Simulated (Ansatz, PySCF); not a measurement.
Gas-phase reaction R1 → P1 + P2, each structure at its B3LYP-D3(BJ)/def2-TZVP stationary point, reached from a drawn start (curvature not checked).
R1: SiH4 (SMILES [SiH4]), charge 0, multiplicity 1.
P1: SiH2 (SMILES [SiH2]), charge 0, multiplicity 1.
P2: H2 (SMILES [H][H]), charge 0, multiplicity 1.

P less R. No zero-point or thermal terms.

Frozen-core correlation throughout. CBS: X⁻³ extrapolation of the correlation energy, Hartree–Fock from the larger set.

The values were computed with Ansatz (an electronic-structure program) with Gaussian orbitals; PySCF for the D3/D4 terms. No computed number here is a measurement.

The comparison value is 61.84 kcal/mol (CCSD(T)/CBS(cc-pV(T+d)Z, cc-pV(Q+d)Z)). It is a level with limits of its own, not the exact answer.

Task: Order these levels by how close they come to the comparison value for the reaction energy, closest first: PBE-D3(BJ)/def2-TZVPP, B97M-V/def2-TZVPP, BLYP/def2-TZVPP, PBE0-D3(BJ)/def2-TZVPP, CAM-B3LYP-D4/def2-TZVPP. Give each level's value less the comparison value.

Result: PBE-D3(BJ)/def2-TZVPP (-0.29 kcal/mol), B97M-V/def2-TZVPP (-0.77 kcal/mol), CAM-B3LYP-D4/def2-TZVPP (1.52 kcal/mol), PBE0-D3(BJ)/def2-TZVPP (2.37 kcal/mol), BLYP/def2-TZVPP (-5.17 kcal/mol)
